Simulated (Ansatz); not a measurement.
C2H5GeN, SMILES `C=[CH][Ge][NH2]` (lower singlet) (charge 0, multiplicity 1). This singlet lies 1.96 eV below the relaxed triplet at the level B3LYP/cc-pVTZ // PBE0-D3(BJ)/def2-TZVP (Ansatz, a program for electronic structure).

These are B3LYP/cc-pVTZ // PBE0-D3(BJ)/def2-TZVP (Ansatz) values and carry that method's errors.

Ansatz 0.2 input:
```yaml
crystal:
  periodic: [false, false, false]
  atoms:
    - { symbol: C, position_ang: [-1.947127, -0.097162, -0.231274] }
    - { symbol: C, position_ang: [-0.62416, -0.256059, -0.211785] }
    - { symbol: Ge, position_ang: [0.528566, 1.140066, -1.003417] }
    - { symbol: N, position_ang: [2.105771, 0.302335, -0.652712] }
    - { symbol: H, position_ang: [-2.403695, 0.786536, -0.673728] }
    - { symbol: H, position_ang: [-2.638626, -0.8251, 0.186963] }
    - { symbol: H, position_ang: [-0.219221, -1.16067, 0.245293] }
    - { symbol: H, position_ang: [2.203751, -0.590392, -0.193048] }
    - { symbol: H, position_ang: [2.994728, 0.70044, -0.908542] }
basis:
  gaussian: { orbitals: cc-pVTZ }
hamiltonian:
  xc: b3lyp
```

Output:

```
Functional definition: B3LYP
1217 factors; their error is unknown
mean field evaluation 1: about -60152.7303 eV, gradient 8.3e1 eV
mean field evaluation 2: about -60116.1324 eV, gradient 1.3e2 eV
mean field evaluation 4: about -60166.5355 eV, gradient 1.2e1 eV
mean field evaluation 8: about -60166.8869 eV, gradient 1.1e-1 eV
mean field evaluation 16: about -60167.0430 eV, gradient 6.9e-5 eV
mean field -60167.04297079 eV, -2211.0980464900 hartree, gradient 2.3e-5 eV, S^2 0.000000; 0 other end points of the search recorded, 0 dependent functions left out
reference -60167.04321652 eV, -2211.0980555206 hartree; 28, 28 occupied and 175, 175 virtual orbitals, 1217 factors
Total energy: -60167.04321652 eV, -2211.0980555206 hartree
```
